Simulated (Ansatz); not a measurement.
Cartesian coordinates in Å:
```
Si 0.099 -0.092 0.969
O -0.617 0.941 -0.087
Sn -0.865 1.201 -2.018
Br 0.433 -0.835 -2.795
H 1.569 -0.147 0.749
H -0.163 0.396 2.349
H -0.457 -1.465 0.833
```

The species carries charge 0 and has multiplicity 1. Sn: def2 effective core potential.

Task: List the ωB97M-V/def2-TZVPP orbital energies in eV (Ansatz). (Best estimate.)

Result: Computed: Occupied: -13156.28, -1807.12, -1708.61, -1536.79, -1536.76, -1536.75, -525.92, -241.45, -181.08, -180.99, -180.95, -148.11, -143.96, -102.25, -102.21, -102.21, -98.67, -98.49, -98.38, -74.46, -74.44, -74.41, -74.34, -74.34, -32.43, -32.15, -32.12, -32.03, -31.88, -29.33, -23.68, -18.02, -15.75, -13.44, -13.25, -12.93, -10.98, -10.96, -10.62, -10.52, -9.96. Lowest empty: -1.12, 0.73, 1.03, 2.49, 3.31, 3.69, 3.82, 3.84.
